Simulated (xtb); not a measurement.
C4H9NSi, SMILES N[SiH]1CC=CC1. All values are semi-empirical tight-binding results from xtb (GFN2-xTB unless named), good for trends rather than for accurate numbers. Geometry optimised at GFN2-xTB. One conformer was computed; it need not be the lowest.

Computed properties:
```yaml
orbital_gap: 5.13 eV
dipole_moment: 1.37 D
zero_point_energy: 75.4 kcal/mol
G − E(el) at 298.15 K (modified RRHO): 55.8 kcal/mol
static polarisability (D4 model): 81.6 bohr³
solvation energy, GFN2-xTB/ALPB(water): -2.8 kcal/mol
solvation energy, GFN2-xTB/ALPB(thf): -6.5 kcal/mol
```
